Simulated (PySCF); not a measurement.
A structure optimised at PBE-D3(BJ)/def2-SVP, used in a PySCF frequency run:

```xyz
12

C      0.5758     1.6814     0.0000
As    -0.4281     0.0637     0.0000
C      0.4640    -0.8689     1.5115
C      0.4640    -0.8689    -1.5115
H      0.6971     2.2487     0.9382
H      0.6971     2.2487    -0.9382
H      0.0566    -1.8955     1.5927
H      0.2385    -0.3259     2.4499
H      1.5601    -0.9091     1.3627
H      0.2385    -0.3259    -2.4499
H      1.5601    -0.9091    -1.3627
H      0.0566    -1.8955    -1.5927
```
Charge 0, spin multiplicity 2.

Question: Write its SMILES, formula and point group.

Answer: [CH2][As](C)C, C3H8As, Cs

Question: What are its rotational constants (standard atomic weights)?

Answer: 5.0589, 4.7747, 3.3854 GHz
